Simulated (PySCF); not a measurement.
C3H5, SMILES [CH2]C=C, multiplicity 2. Atoms are numbered in the order given.

```xyz
8

C      0.0000    -1.2211    -0.1973
C      0.0000     0.0000     0.4474
C      0.0000     1.2211    -0.1973
H      0.0000    -1.2768    -1.2808
H      0.0000    -2.1525     0.3550
H      0.0000     0.0000     1.5353
H      0.0000     1.2768    -1.2808
H      0.0000     2.1525     0.3550
```
Charge 0, spin multiplicity 2.

Coordinates come from a ωB97X-D3(BJ)/def2-TZVP optimisation.

These are PySCF with B3LYP/pcH-1 values and carry that method's errors.

Unrestricted Kohn–Sham, ⟨S²⟩ = 0.778. Hyperfine tensors hold the contact and dipolar terms, without spin-orbit corrections.

Computed hyperfine couplings:
```csv
nucleus,A(iso) (MHz),A(iso) (G),dipolar principal values (MHz)
13C no. 1,57.8,20.6,"-52.8, -51.0, 103.8"
13C no. 2,-49.3,-17.6,"-30.0, 12.0, 18.0"
13C no. 3,57.8,20.6,"-52.8, -51.0, 103.8"
1H no. 4,-40.9,-14.6,"-21.7, -2.0, 23.7"
1H no. 5,-43.0,-15.3,"-25.3, -0.7, 26.0"
1H no. 6,12.5,4.5,"-5.1, -1.6, 6.8"
1H no. 7,-40.9,-14.6,"-21.7, -2.0, 23.7"
1H no. 8,-43.0,-15.3,"-25.3, -0.7, 26.0"
```

Task: And the g tensor (effective nuclear charges for spin-orbit coupling, GIAO)? (The exact figures need the calculation; the answer reports its results.)

Result: principal values 2.0022, 2.0029, 2.0030; isotropic 2.0027.
